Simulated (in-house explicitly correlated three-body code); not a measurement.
The numbers below are computed, except where a source is named.
**Two electrons around a charge Z: functional-driven and density-driven errors**

The exact non-relativistic ground state comes from a variational code in 260 exponentially correlated functions, the Kohn-Sham parts from inverting its density (past Z = 6 the correlation energy is taken as exact minus Hartree-Fock, equal to within microhartrees), and self-consistent runs (Hartree-Fock is restricted) from a B-spline radial code. Z may be fractional; the second electron is bound down to Z = 0.911.

The total error of a self-consistent run is the error on the exact density (functional-driven) plus the energy gained by relaxing to the functional's own density (density-driven, never positive). «Unbound» marks a run whose level isn't bound or that didn't converge.

```csv
Z,AM05 functional (mEh),AM05 density (mEh),PW91 functional (mEh),PW91 density (mEh),TPSS functional (mEh),TPSS density (mEh)
0.995,+10.69,unbound,-1.67,unbound,-1.95,unbound
1.105,+14.25,unbound,-1.39,unbound,-3.07,unbound
1.22,+18.36,unbound,-0.85,unbound,-3.78,-0.32
1.36,+23.78,-0.83,-0.03,-0.74,-4.37,-0.26
1.62,+34.74,-0.98,+1.76,-0.86,-5.08,-0.24
1.8,?,?,?,?,?,?
1.98,+51.34,-1.13,+4.55,-0.98,-5.66,-0.26
2.28,?,?,?,?,?,?
2.58,+81.50,-1.30,+9.66,-1.11,-6.18,-0.28
2.88,+97.41,-1.36,+12.35,-1.15,-6.34,-0.29
```

Task: What belongs in the row Z = 2.28?

Result: AM05 functional (mEh): +66.10; AM05 density (mEh): -1.23; PW91 functional (mEh): +7.05; PW91 density (mEh): -1.05; TPSS functional (mEh): -5.96; TPSS density (mEh): -0.27.

Task: What belongs in the row Z = 1.8?

Result: AM05 functional (mEh): +42.86; AM05 density (mEh): -1.06; PW91 functional (mEh): +3.12; PW91 density (mEh): -0.93; TPSS functional (mEh): -5.41; TPSS density (mEh): -0.25.

Task: Which part of the error is larger?

Result: AM05: functional-driven +97.41, density-driven -1.36 mEh at Z = 2.88; PW91: functional-driven +12.35, density-driven -1.15 mEh at Z = 2.88; TPSS: functional-driven -6.34, density-driven -0.29 mEh at Z = 2.88. The density-driven part is second order in the error of the density, so it stays small unless the second electron is loosely bound.
